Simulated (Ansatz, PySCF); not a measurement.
Species: C3H2O, charge 0, multiplicity 1. SMILES: O=c1cc1
Structure (B3LYP-D3(BJ)/def2-TZVP (Ansatz, a program for electronic structure) minimum search):
```xyz
6

O      1.5195    -0.1901     0.0624
C      0.3298    -0.0413     0.0135
C     -1.0024    -0.5494    -0.0487
C     -0.8370     0.7796    -0.0268
H     -1.7398    -1.3393    -0.0889
H     -1.3582     1.7270    -0.0382
```

Wanted: vertical ionisation energy (to the doublet state of charge +1; each state is the SCF solution reached for its spin), in eV. Correlated levels leave the core frozen unless marked. UHF or UKS for open shells. Spin-orbit coupling is left out. No relativistic terms. Basis-set limits of correlation are two-point, X^-3; Hartree-Fock from the larger set.

```
level                                program  vertical ionisation energy (eV)
-----------------------------------  -------  -------------------------------
HF/aug-cc-pVDZ                        Ansatz                             8.26
HF/aug-cc-pVQZ                        Ansatz                             8.23
PBE/def2-TZVPD                        Ansatz                             9.44
MP2/aug-cc-pVDZ                       Ansatz                             9.96
RI-MP2/aug-cc-pVQZ                    Ansatz                            10.21
RI-MP2/CBS(aug-cc-pVTZ,aug-cc-pVQZ)   Ansatz                            10.26
```

For comparison, minus the highest occupied orbital energy (PySCF): 10.70 eV at HF/def2-TZVPD, 5.70 eV at BP86/def2-TZVPD, 5.51 eV at BLYP/def2-TZVPD.
